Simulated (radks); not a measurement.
N4+, 3 electrons, occupied as [He] 2s1. Method: scalar-relativistic Kohn-Sham, r2SCAN, spin-polarised, spherical densities, finite nucleus; open shells are filled with parallel spins first; meta-GGA in the generalised Kohn-Sham scheme; Fermi nuclear charge, rms radius 2.5582 fm; computed with a radial shooting solver on a logarithmic mesh with Libxc functionals.

Normalised radial functions P(r) = r R(r), r in bohr:

```
   r/bohr * 1s down (the largest magnitude, 1.87, reaches the edge; | marks zero)
  0.02117 |                  *
  0.02846 |                       *
  0.03827 |                             *
  0.05145 |                                    *
  0.06917 |                                           *
    0.093 |                                                  *
    0.125 |                                                      *
   0.1681 |                                                      *
    0.226 |                                                 *
   0.3015 |                                        *
   0.4053 |                           *
   0.5449 |              *
   0.7326 |     *
    0.985 | *
    1.324 *
     1.78 *
    2.394 *
    3.218 *
```

1s down: eigenvalue -483.65 eV, 0 radial nodes, <r> = 0.228 bohr, 90 % of the charge inside 0.407 bohr.
